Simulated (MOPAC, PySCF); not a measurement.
HFSi, SMILES `F[SiH]` (lower singlet), neutral singlet in the gas phase. This singlet lies 1.68 eV below the relaxed triplet at the level composite: frozen-core CCSD(T) with HF/cc-pVQZ and the correlation energy extrapolated as X^-3 from cc-pVTZ and cc-pVQZ, plus CCSDT(Q) minus CCSD(T) in cc-pVDZ // PBE0-D3(BJ)/def2-TZVP (Ansatz).

Cartesian coordinates (Å):
SMILES: F[SiH]
```xyz
3

F      1.2064    -0.2928     0.0000
Si    -0.0655     0.6980     0.0000
H     -1.1409    -0.4053     0.0000
```
Charge 0, spin multiplicity 1.

All levels are single points at this geometry (PBE0-D3(BJ)/def2-TZVP); Pople sets use spherical d functions. Orbital energies aren't observables, and empty levels follow the basis.

```csv
level,HOMO (eV),LUMO (eV),gap (eV),dipole (D),"vertical IE, Delta-SCF (eV)"
PBE-D3(BJ)/def2-TZVP in PySCF,-5.83,-3.52,2.31,0.84,–
PBE0-D3(BJ)/def2-TZVP in PySCF,-6.96,-2.65,4.31,0.96,–
B3LYP/3-21G in PySCF,-6.52,-2.69,3.83,0.70,–
B3LYP/6-31G* in PySCF,-6.61,-2.65,3.96,0.84,9.53
B3LYP/LANL2DZ in PySCF,-6.93,-3.18,3.74,1.51,–
BP86/6-31G* in PySCF,-5.74,-3.39,2.35,0.66,–
M06-2X/6-31G* in PySCF,-7.84,-1.54,6.31,0.95,–
HF/3-21G in PySCF,-9.48,0.62,10.11,1.31,–
HF/6-31G* in PySCF,-9.47,0.69,10.16,1.16,8.74
HF/STO-3G in PySCF,-6.28,6.34,12.62,0.71,–
AM1 in MOPAC,-8.02,-0.90,7.12,0.30,–
PM3 in MOPAC,-8.25,-1.88,6.37,0.45,–
PM7 in MOPAC,-9.92,-0.60,9.32,2.30,–
```
